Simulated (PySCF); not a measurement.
C3H7ClSi, SMILES C[SiH2]/C=C/Cl. The structure is a stationary point at PBE0-D3(BJ)/def2-SVP. The structure was generated by enumeration; whether it is a known compound was not checked. The values are those of a single conformer.

Computed equilibrium geometry at PBE0-D3(BJ)/def2-SVP (PySCF confirms it by a frequency run) as bond lengths and angles (one conformer of several):
Atoms: C1 Si2 C3 C4 Cl5 H6 H7 H8 H9 H10 H11 H12. Bonds (Å): C1–Si2 1.878, C1–H6 1.101, C1–H7 1.101, C1–H8 1.101, Si2–C3 1.871, Si2–H9 1.497, Si2–H10 1.497, C3–C4 1.335, C3–H11 1.097, C4–Cl5 1.729, C4–H12 1.094. Angles (°): Si2–C1–H6 110.8, Si2–C1–H7 110.8, Si2–C1–H8 110.7, H6–C1–H7 108.0, H6–C1–H8 108.1, H7–C1–H8 108.4, C1–Si2–C3 111.2, C1–Si2–H9 110.8, C1–Si2–H10 109.5, C3–Si2–H9 107.5, C3–Si2–H10 109.4, H9–Si2–H10 108.5, Si2–C3–C4 121.9, Si2–C3–H11 120.2, C4–C3–H11 117.8, C3–C4–Cl5 124.2, C3–C4–H12 123.7, Cl5–C4–H12 112.2.
Charge 0, spin multiplicity 1.
